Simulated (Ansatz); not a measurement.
Job for Ansatz (a first-principles code): R-B97M-V/def2-TZVPPD on H3ISi (SMILES [SiH3]I). Elements past Kr take the def2 small-core potentials; no spin–orbit coupling. Files ending in .json are basis or fitting sets from the Basis Set Exchange.

Ansatz 0.2 input:
```yaml
crystal:
  periodic: [false, false, false]
  atoms:
    - {symbol: Si, position_ang: [0.20331064, -1.37407707, 1.33719304]}
    - {symbol: I, position_ang: [-0.54154177, 0.91006252, 0.81056812]}
    - {symbol: H, position_ang: [0.36378712, -2.10872982, 0.06698413]}
    - {symbol: H, position_ang: [-0.82273715, -2.01560807, 2.18061796]}
    - {symbol: H, position_ang: [1.48993111, -1.29052714, 2.05362554]}
basis:
  gaussian:
    orbitals: def2-TZVPPD.json
hamiltonian:
  xc: {name: B97M-V}
scf: {lower_state_search: off}
```

The log:

```
WARN ansatz: RAYON_NUM_THREADS=1 ignored (pool sized by the plan → 1); use --threads N
Functional definition: B97M-V
these checks for a lower state are left out or cut short: stability, starts, cluster_reference, orbital_swaps, neighbouring_geometries, increment
integrals: 0.08 GiB planned
896 factors; their error is unknown
mean field: 0.60 GiB planned
mean field evaluation 1: about -16025.4972 eV, gradient 1.3e1 eV
mean field evaluation 2: about -16025.4769 eV, gradient 1.6e1 eV
mean field evaluation 4: about -16026.1637 eV, gradient 6.9e-1 eV
mean field evaluation 8: about -16026.1447 eV, gradient 3.0e-1 eV
mean field evaluation 16: about -16026.1448 eV, gradient 2.2e-5 eV
mean field -16026.14478559 eV, -588.9499579595 hartree, gradient 3.3e-6 eV, S^2 0.000000; 0 other end points of the search recorded, 0 dependent functions left out
reference -16026.14485212 eV, -588.9499604041 hartree; 21, 21 occupied and 137, 137 virtual orbitals, 896 factors
Total energy: -16026.14485212 eV, -588.9499604041 hartree
Checks for a lower state left out: stability, starts, cluster_reference, orbital_swaps, neighbouring_geometries, increment
```

Self-consistency was reached.

Cost: about 6 core-seconds (a rough figure).
